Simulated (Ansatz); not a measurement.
```xyz
12

C    -0.5381   -0.3388    1.9583
O    -1.2225   -0.2810    0.7214
Si   -0.5611   -0.5683   -0.7330
Cl    0.3514   -2.4120   -0.7127
Cl   -2.1179   -0.6195   -2.0485
Ge    1.0357    1.0542   -1.4076
H     0.2864    0.3809    1.9920
H    -0.1420   -1.3417    2.1395
H    -1.2525   -0.0905    2.7431
H     1.6348    0.6523   -2.7613
H     2.1617    1.1344   -0.3637
H     0.3642    2.4299   -1.5275
```

Charge 0, multiplicity 1.

**Question.** List the CAM-B3LYP/def2-TZVPP orbital energies in eV (Ansatz). (Estimate.)

**Answer.** Computed: Occupied: -10852.22, -2764.52, -2764.52, -1803.34, -1356.52, -1207.46, -1207.46, -1207.45, -523.08, -280.57, -259.32, -259.31, -198.36, -198.35, -198.23, -198.23, -198.22, -198.22, -171.30, -147.64, -121.59, -121.58, -121.58, -103.02, -102.98, -102.93, -35.17, -35.17, -35.15, -35.10, -35.09, -30.58, -25.31, -24.66, -21.45, -18.02, -16.59, -14.90, -14.85, -14.50, -12.91, -12.24, -11.58, -11.45, -11.26, -11.16, -10.80, -10.58, -10.47, -9.41. Lowest empty: 0.98, 1.21, 1.30, 1.79, 2.49, 2.64, 2.98, 3.37.
